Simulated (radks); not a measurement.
The numbers below are computed, except where a source is named.
The table gives one normalised radial function P(r) = r R(r) of Mo18+ in [Ar] 3d6 (r in bohr). Code: a radial shooting solver on a logarithmic mesh with Libxc functionals. Model: scalar-relativistic Kohn-Sham, PBEsol, spin-polarised, spherical densities, finite nucleus; open shells are filled with parallel spins first (spin-orbit coupling, left out, can overturn this in heavy ions); Fermi nuclear charge, rms radius 4.4091 fm.

| r | P |
|---|---|
| 0.001198 | 0.1046 |
| 0.001499 | 0.1278 |
| 0.001875 | 0.1556 |
| 0.002346 | 0.1886 |
| 0.002911 | 0.2258 |
| 0.003642 | 0.2704 |
| 0.004557 | 0.3210 |
| 0.005701 | 0.3768 |
| 0.007132 | 0.4359 |
| 0.008923 | 0.4949 |
| 0.01107 | 0.5461 |
| 0.01385 | 0.5849 |
| 0.01733 | 0.5972 |
| 0.02169 | 0.5675 |
| 0.02713 | 0.4787 |
| 0.03394 | 0.3153 |
| 0.04212 | 0.0805 |
| 0.0527 | -0.2323 |
| 0.06593 | -0.5754 |
| 0.08249 | -0.8713 |
| 0.1032 | -1.0104 |
| 0.1291 | -0.8807 |
| 0.1615 | -0.4241 |
| 0.2005 | 0.2712 |
| 0.2508 | 1.0605 |
| 0.3138 | 1.6355 |
| 0.3925 | 1.7730 |
| 0.4911 | 1.4632 |
| 0.6144 | 0.9217 |
| 0.7625 | 0.4445 |
| 0.954 | 0.1480 |
| 1.193 | 0.0322 |

Which n and l does it have? It may be an empty orbital.

Answer. n = 3, l = 0: the number of nodes gives n - l - 1 = 2, the rise at small r (about r^(l+1), flatter next to the nucleus through relativity) gives l, and the extent must fit the shell. The curve is that of 3s up; the table hardly tells the two spins apart. 3s up: eigenvalue -988.49 eV, 2 radial nodes at r = 0.0448, 0.185 bohr, <r> = 0.408 bohr, 90 % of the charge inside 0.598 bohr.
